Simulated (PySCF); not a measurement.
A structure optimised at PBE-D3(BJ)/def2-SVP, used in a PySCF frequency run:

```xyz
7

Te     0.5194    -0.6926     0.8467
I     -1.1193     1.0901    -0.4590
O      2.0392    -0.8534    -0.4710
C      1.7922    -1.5944    -1.6587
H      1.0732    -1.0724    -2.3310
H      2.7673    -1.6708    -2.1847
H      1.4076    -2.6205    -1.4621
```
Charge 0, spin multiplicity 1.

### Question
Write its SMILES and formula.

### Answer
CO[Te]I, CH3IOTe

### Question
What are its rotational constants (standard atomic weights)?

### Answer
3.2952, 0.84925, 0.69198 GHz
